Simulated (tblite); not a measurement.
Species: C6H7FN (doublet state).
SMILES with atom numbers: `[H]/[N:4]=[C:3](\[CH:2]=[CH2:1])[CH2:5]/[C:6]=[CH:7]\[F:8]` (hydrogens: H9, H10 on C1; H11 on C2; H12 on N4; H13, H14 on C5; H15 on C7)

Structure used (GFN2-xTB), in Å, numbered top down from 1:
```xyz
15
C6H7FN angstrom
C     -2.2481    0.8386    0.1991
C     -1.0565    0.3853    0.5682
C     -0.3463   -0.6945   -0.1235
N     -0.5523   -1.1651   -1.2725
C      0.8332   -1.2840    0.6509
C      1.9120   -0.3242    0.5995
C      2.3174    0.8353    0.2073
F      1.5384    1.7470   -0.4851
H     -2.7792    0.4340   -0.6479
H     -2.7450    1.6289    0.7345
H     -0.5548    0.8024    1.4305
H     -1.3032   -0.7424   -1.8093
H      0.5438   -1.4854    1.6855
H      1.1319   -2.2146    0.1646
H      3.3043    1.2467    0.3640
```

Method: GFN2-xTB as coded in tblite; computed harmonic values from a numerical Hessian at the method's own geometry, unscaled. Errors from tens to a few hundred cm⁻¹ against measured bands are possible. One conformer, not necessarily the lowest. Open shells enter through the occupations alone, without spin polarisation, and single modes of such species can be off by tens of per cent.

Harmonic wavenumbers (cm⁻¹): 38.4, 53.0, 81.4, 109.2, 198.9, 278.6, 335.4, 379.2, 421.4, 543.9, 591.7, 700.6, 736.8, 804.1, 823.9, 850.6, 900.6, 945.1, 974.3, 1001.2, 1009.0, 1068.0, 1113.5, 1206.0, 1219.6, 1233.8, 1296.2, 1401.2, 1414.5, 1654.1, 1703.5, 1815.0, 2949.1, 2979.9, 3049.6, 3068.4, 3095.5, 3130.3, 3357.7.

A = 2854, B = 1593, C = 1282 MHz; mass 112.056 u (most abundant isotopes); point group C1, symmetry number 1; spin multiplicity 2.

Problem. Zero-point energy?

Solution. ½Σν̃ = 24267 cm⁻¹ = 69.38 kcal/mol.

Problem. Give the ideal-gas entropy at 200 K and 1 bar in the rigid-rotor, harmonic-oscillator model (classical rotation).

Solution. Translation 38.10, rotation 27.21, vibration 18.69, spin (R ln 2) 1.38: S = 85.4 cal/(mol K).

Problem. And Cp and H(200 K) − H(0)?

Solution. Cp = 25.15 cal/(mol K), of which vibrations give 17.20 (their classical limit is 39 R = 77.5); H(200 K) − H(0) = 3.47 kcal/mol without the zero-point energy, 1.88 from vibrations.

Problem. How do the functions run with temperature in this model?

Solution. 
```tsv
T (K)	S (cal/(mol K))	Cp (cal/(mol K))	H − H(0) (kcal/mol)	G − H(0) (kcal/mol)	ln q(vib)
150	78.7	21.3	2.30	-9.50	3.47
250	91.4	29.2	4.82	-18.03	5.84
298.15	96.9	33.2	6.33	-22.57	6.93
400	107.8	41.1	10.13	-33.00	9.18
600	126.9	52.8	19.60	-56.51	13.45
900	150.5	63.5	37.19	-98.25	19.36
```

q(vib) and H(0) count from the zero-point level.

Problem. What must be added to the electronic energy to get the Gibbs energy at 200 K and 1 bar?

Solution. ZPE + [H(200 K) − H(0)] − T·S = 69.38 + 3.47 − 17.07 = 55.78 kcal/mol.

Hindered rotation and anharmonicity are outside this model. Other conformers, if any are populated, would add a mixing term that is left out. The structure is chiral; the term R ln 2 for an equal mix with its mirror image is left out.
